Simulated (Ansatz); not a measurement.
Basis-set extrapolation for `C[SiH2][SiH](O)O` (PBE0-D4/def2-TZVP geometry, frozen core, Ansatz 0.2.0). Multiplicity 1, RHF reference.

```csv
,def2-TZVPP,def2-QZVPP
HF,-770.335805,-770.363548
MP2 correlation,-0.908286,-0.978401
CCSD(T) correlation,-0.991403,not run
```

Energies in hartree. Use E(X) = E(∞) + A·exp(−7.88·√X) for Hartree–Fock and E(X) = E(∞) + B·X^(−2.97) for correlation, with X = 3 and 4, and add CCSD(T) minus MP2 of the smaller set to the MP2 limit.

Question: What is the CCSD(T) energy at the basis-set limit?

Answer: HF limit: -770.363548 + (-0.027743) × 0.13774 = -770.36737. MP2 limit: -0.978401 + (-0.070115) × 0.74074 = -1.03034. Higher-order term: -0.991403 − (-0.908286) = -0.08312. Total: -771.48083 hartree, 96.4 kcal/mol below CCSD(T)/def2-TZVPP.
